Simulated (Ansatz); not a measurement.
Start from `C=C[Si](N)(Cl)O[SiH3]` and change one atom or group to get `C=C[Si](O)(Cl)O[SiH3]`.

Ansatz, PBE0-D4/def2-TZVP geometries, multiplicity 1. Each molecule was computed in one conformer, which needn't be the lowest.

```tsv
property	`C=C[Si](N)(Cl)O[SiH3]`
HOMO energy (PBE/def2-TZVPP) / eV	-6.37
HOMO energy (PBE0/def2-TZVPP) / eV	-7.83
HOMO energy (ωB97M-V/def2-TZVPP) / eV	-10.21
LUMO energy (B3LYP/def2-TZVPP) / eV	-0.89
HOMO energy (B3LYP/def2-TZVPP) / eV	-7.57
LUMO energy (PBE0/def2-TZVPP) / eV	-0.68
```

Problem. Give the same properties after the change, and the shifts. (Estimate.)

Solution. The calculation gave: 
```tsv
property	`C=C[Si](O)(Cl)O[SiH3]`	shift
HOMO energy (PBE/def2-TZVPP) / eV	-7.14	-0.77
HOMO energy (PBE0/def2-TZVPP) / eV	-8.30	-0.47
HOMO energy (ωB97M-V/def2-TZVPP) / eV	-10.56	-0.35
LUMO energy (B3LYP/def2-TZVPP) / eV	-0.97	-0.08
HOMO energy (B3LYP/def2-TZVPP) / eV	-8.04	-0.47
LUMO energy (PBE0/def2-TZVPP) / eV	-0.76	-0.08
```

With PBE0 the HOMO falls by 0.47 eV and the LUMO falls by 0.08 eV, so the gap widens by about 0.39 eV. PBE moves the HOMO by -0.77 eV and ωB97M-V by -0.35 eV.

B3LYP here is the variant with VWN-RPA as its local correlation; programs differ in this.
